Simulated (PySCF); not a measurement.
Compound: C₂H₁₀OSi₂.
Bonds: C1–Si2, Si2–C3, Si2–Si4, Si4–O5. Hydrogens: H6, H7, H8 on C1; H9 on Si2; H10, H11, H12 on C3; H13, H14 on Si4; H15 on O5.

Computed, not measured: PySCF 2.14.0, PBE0-D3(BJ)/def2-SVP geometry optimisation, gas phase.

**Question.** Give the optimised bond lengths and angles.

**Answer.** 
```csv
bond,length (pm)
"C1–Si2, Si2–C3",188.5
Si2–Si4,233.9
Si4–O5,168.1
C1–H6 and 5 like bonds,110.1
Si2–H9,150.1
"Si4–H13, Si4–H14",150.3
O5–H15,96.2
```

Bonds in one row agree within 1 pm and their mean is given. A selection of angles:
```csv
angle,degrees
Si2–C1–H6,111.1
Si2–C1–H8,109.8
H6–C1–H7,108.2
C1–Si2–C3,111.0
C1–Si2–Si4,108.8
C1–Si2–H9,109.8
Si4–Si2–H9,108.7
Si2–Si4–O5,103.9
Si2–Si4–H13,112.6
O5–Si4–H13,110.9
H13–Si4–H14,106.2
Si4–O5–H15,116.6
```

Torsions: C1–Si2–Si4–O5 60° (synclinal); H15–O5–Si4–Si2 180° (antiperiplanar).

O5 (silanol oxygen) is bent (angle 116.6°). Si2 (SiH silicon) is tetrahedral (angles from 108.7° to 111.0°). Si4 (oxygen-bound silicon) is distorted tetrahedral (angles from 103.9° to 112.6°).

Point group: Cs (every atom within 0.08 Å of its image). PBE0-D3(BJ)/def2-SVP frequencies: not computed here. One conformer, not necessarily the lowest (C1–Si2–Si4–O5 60°, Si2–Si4–O5–H 180°).

The run took 22 s on one thread, Intel Xeon Platinum 8375C at 2.90 GHz (x86_64), shared host with 96 logical CPUs at a one-minute load of 10, and the process peaked at 0.56 GiB of memory. That covers the optimisation of the geometry.
